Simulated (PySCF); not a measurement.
**Pr (praseodymium, neutral) across methods**

[Xe] 4f3 6s2, one real determinant. Computed with PySCF 2.14 in ANO-RCC-VTZP (8s7p5d3f2g1h, 104 functions), with the spin-free X2C one-electron Hamiltonian (Gaussian nucleus).

```json
{"method": "UHF", "E (hartree)": "-9232.65804", "mean ε 4f α (eV)": "-10.596", "mean ε 6s α (eV)": "-4.702", "mean ε 6s β (eV)": "-4.597", "Σ⟨r²⟩ (bohr²)": "95.59", "⟨S²⟩": "3.754"}
{"method": "r2SCAN", "E (hartree)": "-9236.23", "mean ε 4f α (eV)": "-2.830", "mean ε 6s α (eV)": "-3.587", "mean ε 6s β (eV)": "-3.366", "Σ⟨r²⟩ (bohr²)": "92.44", "⟨S²⟩": "3.762"}
{"method": "PBE0", "E (hartree)": "-9235.87", "mean ε 4f α (eV)": "-4.331", "mean ε 6s α (eV)": "-3.966", "mean ε 6s β (eV)": "-3.838", "Σ⟨r²⟩ (bohr²)": "90.99", "⟨S²⟩": "3.752"}
{"method": "PBE", "E (hartree)": "-9235.88", "mean ε 4f α (eV)": "-2.184", "mean ε 6s α (eV)": "-3.493", "mean ε 6s β (eV)": "-3.346", "Σ⟨r²⟩ (bohr²)": "90.17", "⟨S²⟩": "3.752"}
{"method": "LDA", "E (hartree)": "-9228.68", "mean ε 4f α (eV)": "-2.106", "mean ε 6s α (eV)": "-3.627", "mean ε 6s β (eV)": "-3.475", "Σ⟨r²⟩ (bohr²)": "88.85", "⟨S²⟩": "3.752"}
```

⟨L²⟩ = 34.03 against 42 for a pure I term, so this real determinant mixes terms. Spin-orbit coupling, absent here, splits the open shell strongly.
